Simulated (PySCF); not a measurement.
O2Si (SMILES O=[Si]=O), singlet, at a GFN2-xTB geometry. Base run: PBE/aug-cc-pVDZ, polarisability (PySCF).

PySCF was given this input:
```python
from pyscf import gto, scf, dft
from pyscf.prop import polarizability

mol = gto.Mole()
mol.atom = '''
    O    -0.00000000   -0.00000000   -1.49108362
    Si    0.00000000    0.00000000    0.00000000
    O     0.00000000    0.00000000    1.49108362
'''
mol.basis = 'aug-cc-pvdz'
mol.verbose = 4
mol.build()

mf = dft.RKS(mol)
mf.xc = 'pbe'
mf.kernel()
alpha = mf.Polarizability().polarizability()[2, 2]
print('alpha_zz =', alpha)
```

Variants of this job, named by their change:

```
change                                        alpha_zz (bohr³)  basis functions
--------------------------------------------  ----------------  ---------------
base                                                     40.45               73
basis = def2-SVP                                         32.44               46
basis = 6-31G                                            36.66               31
basis = 6-31G*                                           33.56               46
basis = def2-TZVP                                        37.42               99
finite field (a.u.) = 2e-4; conv_tol = 1e-6              13.09               73
finite field (a.u.) = 0.05; conv_tol = 1e-11             41.95               73
basis = cc-pVTZ                                          35.58               94
functional = pbe0                                        37.67               73
basis = cc-pVDZ                                          32.71               46
finite field (a.u.) = 0.001; conv_tol = 1e-6             40.35               73
finite field (a.u.) = 2e-4; conv_tol = 1e-11             40.45               73
```

Finite-field rows take the second difference of the energy in a field along z; a small field with loose convergence shows SCF noise divided by the square of the field, and a large one adds hyperpolarisability.
